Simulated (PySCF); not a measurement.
Compound: PhCHFCH2OH, C₈H₉FO.
Structure used (PBE0-D3(BJ)/def2-SVP), in Å, numbered top down from 1:
```
atom  x, y, z in Å
O1    -3.5933    0.3397    0.0295
C2    -2.2933   -0.0609    0.3331
C3    -1.2688    0.7139   -0.4788
F4    -1.5908    0.5046   -1.8136
C5     0.1420    0.2846   -0.2025
C6     0.7667   -0.6618   -1.0180
C7     2.0552   -1.1014   -0.7212
C8     2.7265   -0.6038    0.3942
C9     2.1063    0.3414    1.2108
C10    0.8207    0.7857    0.9123
H11   -3.6870    0.2639   -0.9276
H12   -2.1254   -1.1425    0.1514
H13   -2.1178    0.1198    1.4050
H14   -1.3980    1.7926   -0.2830
H15    0.2384   -1.0393   -1.8955
H16    2.5391   -1.8376   -1.3679
H17    3.7370   -0.9489    0.6254
H18    2.6304    0.7410    2.0823
H19    0.3420    1.5361    1.5487
```

The closed-shell ground state was solved at several levels (PySCF, density fitting, gas phase, non-relativistic).

```csv
level,basis functions,total energy (Eh),HOMO (eV),LUMO (eV),gap (eV),dipole (D)
CAM-B3LYP/def2-SVPD,278,-484.7790,-8.60,0.46,9.06,1.98
KT2/pcSseg-1,215,-493.2007,-6.23,-1.42,4.81,1.58
```

Task: What might PBE0/pcSseg-1 (215 basis functions) give for the same quantities?

Result: Total energy -484.7317 Eh, HOMO -7.34 eV, LUMO -0.55 eV, gap 6.79 eV, dipole 1.75 D.

Task: Over all these levels, which gives the widest orbital gap and which the narrowest?

Result: CAM-B3LYP/def2-SVPD (range-separated hybrid) has the widest, 9.06 eV, and KT2/pcSseg-1 (GGA) the narrowest, 4.81 eV. Functional and basis both differ between the two, so the spread mixes both effects.

Task: How far do the dipole and the HOMO energy spread over the levels?

Result: The dipole runs from 1.58 to 1.98 D (mean 1.77 D) and the HOMO from -8.60 to -6.23 eV.

One conformer stands for the species.
